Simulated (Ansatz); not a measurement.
Consider the ligand exchange at a Ge–Se bond: `C[Se][GeH2][F]` + H₂S → `[F][GeH2][SH]` + `C[SeH]`.

Isolated molecules relaxed with PBE0-D4/def2-TZVP in Ansatz; ΔE leaves out vibrations. CCSD(T)/CBS is the MP2 limit (def2-TZVPP, def2-QZVPP) plus CCSD(T) − MP2 in def2-TZVPP, frozen cores. This one scheme is used for every species. DFT in def2-TZVPP. HSE06 is defined as in plane-wave codes. For Ge, Se outer-core shells are correlated without core-valence functions, which leaves a few kJ/mol of doubt a bond. Scalar relativity is left out up to krypton. One conformer a species, not always the lowest.

`C[Se][GeH2][F]`:

Cartesian coordinates in Å:
```
C 0.071 1.438 0.764
Se -1.430 0.305 0.216
Ge -0.165 -1.352 -0.804
F 0.688 -2.268 0.413
H -0.370 2.327 1.211
H 0.666 1.722 -0.102
H 0.680 0.920 1.501
H -1.092 -2.337 -1.524
H 0.952 -0.755 -1.674
```

H₂S:

Z-matrix (Å, degrees):
```
S
H 1 1.341
H 1 1.341 2 92.3
```

`[F][GeH2][SH]`:

Cartesian coordinates in Å:
```
F -0.819 -1.593 -0.536
Ge -0.146 -0.302 0.418
S 1.321 0.807 -0.788
H -1.344 0.571 0.808
H 0.601 -0.963 1.578
H 0.386 1.479 -1.480
```

`C[SeH]`:

Z-matrix (Å, degrees):
```
C
Se 1 1.949
H 1 1.088 2 110.6
H 1 1.087 2 110.6 3 -123.3
H 1 1.089 2 106.0 3 118.4
H 2 1.468 1 95.4 3 61.7
```

```
         level  ΔE (kJ/mol)
   LDA (SPW92)         11.5
      HSE06-D4         12.6
      BHLYP-D4         13.8
        r2SCAN         11.1
          PBE0         10.1
         BHLYP          9.4
MP2/def2-TZVPP         13.7
 HF/def2-QZVPP          7.1
```

**Question.** What does CCSD(T)/CBS give? (An estimate is asked.)

**Answer.** Ansatz gave: +14.5 kJ/mol. The listed levels differ from it by -3.0, -1.9, -0.7, -3.4, -4.4, -5.1, -0.8, -7.4 kJ/mol.

Largest T1 diagnostic among the species: 0.012.

Leaving LDA and LC-ωPBE aside and taking each functional with its dispersion term where it has one, the values, not all of them listed here, spread over 7.3 kJ/mol, from B97M-V to BLYP-D4. The D4 term adds +4.1 kJ/mol with B3LYP and +2.4 kJ/mol with PBE0; it sums over pairs of atoms, weighted by their polarisabilities, and B3LYP, whose exchange is more repulsive, gets the larger term. At CCSD(T), def2-SVP lies −4.5 kJ/mol from the extrapolated value and def2-TZVPP −2.3 kJ/mol.

B3LYP here is the variant with VWN-RPA as its local correlation; programs differ in this.
